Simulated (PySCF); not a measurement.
How methods differ on the ionisation energy of Hg²⁺

Hg²⁺ [Xe] 4f14 5d10 (1S) → Hg³⁺ [Xe] 4f14 5d9 (2D), as a difference of total energies. Calculation: PySCF 2.14, in aug-cc-pVDZ-PP with ECP60MDF (5s5p4d2f, 54 functions); a scalar-relativistic core potential. Correlated levels: valence: 5s2 5p6 frozen. The calculations carry no spin-orbit coupling.

```csv
method,ionisation energy (eV)
UHF,33.600
MP2 (valence),35.241
SCS-MP2 (valence),35.082
CCSD (valence),34.994
CCSD(T) (valence),35.034
```

**Question.** How much does correlation contribute at CCSD(T) (valence)?

**Answer.** 35.034 − (33.600) = 1.434 eV, measured against UHF.

The reference lies between the lowest fine-structure levels, while these numbers refer to the centres of the terms.

Errors of the correlated levels include the incompleteness of this basis and the frozen core.

For comparison: 34.49 ± 0.05 eV (measured; NIST Atomic Spectra Database, ionization energies).
